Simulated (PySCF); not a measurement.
**`N#CC/C=C/C=O` in a uniform electric field**

Species: C5H5NO.
Geometry (GFN2-xTB, Å), atoms numbered from 1 in this order:
```xyz
12
C5H5NO angstrom
N     -2.9970   -0.7563   -1.4607
C     -2.1858   -0.0528   -1.0727
C     -1.1485    0.8239   -0.5783
C      0.1210    0.0571   -0.3814
C      0.7689   -0.0330    0.7781
C      2.0153   -0.7842    0.9203
O      2.6497   -0.8728    1.9388
H     -0.9960    1.6122   -1.3240
H     -1.4848    1.2790    0.3568
H      0.5030   -0.4487   -1.2598
H      0.4068    0.4569    1.6723
H      2.3485   -1.2820   -0.0122
```

Level: PBE0/def2-SVPD (PySCF); nuclei fixed, core orbitals frozen in the response. Permanent dipole (0.466, 2.949, -1.231) D (1 au = 2.5417 D). Static polarisability (au):

```
x   82.53 -4.43 23.25
y   -4.43 53.77 -0.14
z   23.25 -0.14 70.27
```

Only the terms in μ and α are kept: μ(F) = μ + αF and ΔE = −μ·F − ½ F·αF.

(1) A field of 0.002 au (0.103 V/Å) is applied along each axis in both senses. Find the induced dipole, the size of the total dipole and the two energy terms.

(2) For the field (-0.0002, 0.0006, -0.0008) au, what is the induced dipole, and what angle does it make with the field?

(3) Which field along μ doubles the dipole in that direction (linear response)?

(4) What field makes μF equal to kT at 298 K?

(5) Induction energy −ᾱe²/2R⁴ of a unit charge at 18 Å, the molecule taken as a point?

Results:

(1) 
```tsv
field along	induced x (D)	induced y (D)	induced z (D)	total size (D)	−μ·F (kJ/mol)	−½F·αF (kJ/mol)
+x	0.420	-0.023	0.118	3.254	-0.963	-0.433
−x	-0.420	0.023	-0.118	3.264	+0.963	-0.433
+y	-0.023	0.273	-0.001	3.478	-6.092	-0.282
−y	0.023	-0.273	0.001	2.985	+6.092	-0.282
+z	0.118	-0.001	0.357	3.130	+2.543	-0.369
−z	-0.118	0.001	-0.357	3.368	-2.543	-0.369
```

(2) αF = (-0.096, 0.085, -0.155) D, at 18.9° to the field. The polarisability along this direction, F·αF/F², is 73.34 au, against a mean of 68.86 au.

(3) The polarisability along the dipole is 53.14 au, so F = 1.2705 au / 53.14 au = 0.0239 au = 1.23 V/Å; higher-order terms are ignored.

(4) kT = 0.9437 × 10⁻³ Eh, so F = 0.000743 au = 3.82 MV/cm.

(5) R = 34.02 bohr, so the energy is −68.9/(2 × 34.02⁴) Eh = -0.0675 kJ/mol. The charge–dipole term at its most favourable orientation, −μe/R², is -2.88 kJ/mol.

Isolated species at its GFN2-xTB geometry (one conformer only).

The run behind these numbers computed excited states as well. The run took 38 s wall on one thread of an Arm Neoverse N1 (shared host).
